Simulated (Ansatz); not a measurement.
The first iterations of a band of CH4 + Cl2Zn (8 atoms, charge 0, multiplicity 1).

Computed with UKS PBE0/def2-SVP in Ansatz.

| Item | Value |
| --- | --- |
| movable images | 7 |
| climbing image | yes |
| spring | 5.0 eV/Å² |
| optimiser | quadratic models (default) |
| start path | straight line |
| force threshold | 0.05 eV/Å |
| iteration limit | 60 |
| end points | relaxed |

Initial state:

```xyz
8
Properties=species:S:1:pos:R:3
Zn -1.110 -0.629 -1.436
Cl -1.036 -2.642 -0.817
Cl -1.358 1.287 -2.279
H 0.408 -0.657 0.760
C 0.698 0.395 0.902
H 0.310 0.742 1.869
H 1.793 0.464 0.894
H 0.295 1.040 0.106
```

Final state:

```xyz
8
Properties=species:S:1:pos:R:3
Zn -0.575 0.430 -0.952
Cl -0.632 -2.380 -0.266
Cl -1.802 0.228 -2.679
H 0.112 -2.259 0.779
C 0.551 0.922 0.548
H 0.063 0.668 1.503
H 1.515 0.390 0.505
H 0.767 2.001 0.561
```

| iteration | highest image above the first end (eV) | largest band force component (eV/Å) |
| --- | --- | --- |
| 1 | 6.679 | 10.269 |
| 2 | 3.265 | 3.487 |
| 3 | 2.346 | 2.471 |

**Question.** Does the band converge within its limit, and where does its top end?

**Answer.** The run converged. It ended after 10 iterations with the highest image 1.913 eV above the first end. The order of the point at the top wasn't checked. The orbitals were unrestricted but ended closed-shell.

Time of the run: 5.2 min on 4 threads of Arm Neoverse N1, on a shared host, peak memory 0.38 GiB.
